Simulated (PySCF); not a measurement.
**Heteronuclear NMR**

Geometry (Å), atoms numbered from 1 in this order:
```xyz
18

C     2.7830    0.1249    0.3169
C     1.3377    0.5667    0.4147
O     0.9803    1.4875    1.1227
N     0.4747   -0.1523   -0.3578
C    -0.9515    0.1009   -0.3995
C    -1.4117    0.3566   -1.8289
C    -1.7306   -1.0269    0.2675
H     3.3907    0.7722    0.9588
H     2.8964   -0.9201    0.6440
H     3.1462    0.1951   -0.7199
H     0.8363   -0.9252   -0.9023
H    -1.0808    1.0190    0.1934
H    -1.2535   -0.5322   -2.4630
H    -2.4854    0.5952   -1.8581
H    -0.8593    1.1968   -2.2739
H    -2.8093   -0.8090    0.2735
H    -1.5861   -1.9808   -0.2668
H    -1.4017   -1.1631    1.3079
```

One averaged value for each set of equivalent atoms, one computed conformer, no solvent model, relativity neglected. PBE0/pcSseg-1 with gauge-including orbitals; couplings computed with B3LYP/pcJ-1 (spin–dipole term only in couplings to heteroatoms); coordinates at the PBE0-D3(BJ)/def2-SVP level; PySCF 2.14.0 with density-fitted response routines.

Task: Where does ¹⁵N resonate?

Result: 
```json
{"atoms": "N4", "environment": "amide-type nitrogen", "σ (ppm)": "114.4", "δ (ppm)": "-255.2"}
```

Shieldings were converted by a linear fit to measured shifts: ¹⁵N: δ = -150.45 − 0.916σ (rms 7.2 ppm, 79 shifts vs CH3NO2, solution or neat liquid). A few per cent of atoms miss by over 2 rms, more outside the fitted compound classes. Couplings are scaled by factors fitted to measured values: ²J(H,H) × 0.91 (rms 0.6 Hz), ³J(H,H) × 0.91 (rms 0.4 Hz, 0.5 with 2 outliers); all others are unscaled and can be 10–30 % off.

Couplings (the largest are listed; each averaged over equivalent pairs): ¹J(N4,H11) = -91.9 Hz, ¹J(C2,N4) = -15.8 Hz, ¹J(N4,C5) = -12.2 Hz, ²J(C1,N4) = -10.5 Hz, ³J(N4,H13) = -2.9 Hz, ³J(N4,H8) = -1.2 Hz. Signs are for ¹⁵N, whose magnetogyric ratio is negative.

On a 400 MHz spectrometer ¹⁵N resonates near 40.5 MHz, so 1 ppm is 40.5 Hz.

Task: What are the ¹⁷O shifts?

Result: 
```json
{"atoms": "O3", "environment": "amide-type carbonyl oxygen", "σ (ppm)": "-91.7", "δ (ppm)": "345.8"}
```

Shieldings were converted by a linear fit to measured shifts: ¹⁷O (scatter 13.4 ppm rms, 14.2 ppm with the 1 outlier that the fit left out vs liquid water, solution or neat liquid). A few per cent of atoms miss by over 2 rms, more outside the fitted compound classes. Couplings are scaled by factors fitted to measured values: ²J(H,H) × 0.91 (rms 0.6 Hz), ³J(H,H) × 0.91 (rms 0.4 Hz, 0.5 with 2 outliers); all others are unscaled and can be 10–30 % off.

Couplings (the largest are listed; each averaged over equivalent pairs; quadrupolar broadening usually hides them): ¹J(C2,O3) = 28.8 Hz, ²J(C1,O3) = -3.6 Hz, ³J(O3,H8) = -1.4 Hz, ³J(O3,C5) = -1.2 Hz.

On a 300 MHz spectrometer ¹⁷O resonates near 40.7 MHz, so 1 ppm is 40.7 Hz.

Hydrogen bonding in solution shields acid and N–H amide carbonyl oxygens by tens of ppm.
